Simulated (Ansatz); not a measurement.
Reaction (ligand exchange at the Si–C bond): `C=NBC[SiH3]` + `OCS` → `[SiH3]OCS` + `C=NBC`

Isolated molecules relaxed with PBE0-D4/def2-TZVP in Ansatz; ΔE leaves out vibrations. CCSD(T)/CBS adds triple-zeta CCSD(T) − MP2 to the extrapolated MP2 energy (def2 sets, frozen cores). DFT in def2-TZVPP. B3LYP here is the variant with VWN-RPA as its local correlation; programs differ in this. HSE06 is defined as in plane-wave codes. One conformer a species, not always the lowest.

```
             level  ΔE (kJ/mol)  difference from CCSD(T)/CBS
       LDA (SPW92)        -73.1                          8.3
         revPBE-D4        -71.9                          9.5
           BLYP-D4        -85.8                         -4.4
         r2SCAN-D4        -81.8                         -0.4
            B97M-V        -84.6                         -3.2
           PBE0-D4        -74.2                          7.2
          B3LYP-D4        -86.7                         -5.3
        r2SCAN0-D4        -81.4                          0.0
          HSE06-D4        -74.1                          7.3
          BHLYP-D4        -90.7                         -9.3
      CAM-B3LYP-D4        -89.4                         -8.0
           ωB97X-V        -82.2                         -0.8
           ωB97M-V        -81.3                          0.1
            B2PLYP        -88.1                         -6.7
          PBE-QIDH        -79.1                          2.3
               PBE        -73.8                          7.6
            revPBE        -73.8                          7.6
            r2SCAN        -82.1                         -0.7
              PBE0        -75.3                          6.1
             B3LYP        -88.6                         -7.2
           r2SCANh        -82.0                         -0.6
           r2SCAN0        -81.8                         -0.4
             HSE06        -75.2                          6.2
         CAM-B3LYP        -90.5                         -9.1
           LC-ωPBE        -78.0                          3.4
RPA@PBE/def2-TZVPP        -81.8                         -0.4
       HF/def2-SVP        -88.7                         -7.3
      MP2/def2-SVP        -79.2                          2.2
     CCSD/def2-SVP        -79.4                          2.0
  CCSD(T)/def2-SVP        -78.2                          3.2
     HF/def2-TZVPP        -98.9                        -17.5
SCS-MP2/def2-TZVPP        -87.0                         -5.6
   CCSD/def2-TZVPP        -83.9                         -2.5
CCSD(T)/def2-TZVPP        -81.9                         -0.5
     HF/def2-QZVPP       -100.0                        -18.6
    MP2/def2-QZVPP        -83.1                         -1.7
SCS-MP2/def2-QZVPP        -87.1                         -5.7
      HF/CBS(def2)       -100.2                        -18.8
     MP2/CBS(def2)        -82.6                         -1.2
    CCSD/CBS(def2)        -83.5                         -2.1
       CCSD(T)/CBS        -81.4                            0
```

Largest T1 diagnostic among the species: 0.014.

Leaving LDA and LC-ωPBE aside and taking each functional with its dispersion term where it has one, the values spread over 18.8 kJ/mol, from BHLYP-D4 to revPBE-D4. In def2-TZVPP, CCSD(T) changes the Hartree–Fock value by +17.0 kJ/mol (the triples alone add +2.1 kJ/mol) and MP2 by +15.9 kJ/mol. At CCSD(T), def2-SVP lies +3.3 kJ/mol from the extrapolated value and def2-TZVPP −0.4 kJ/mol.
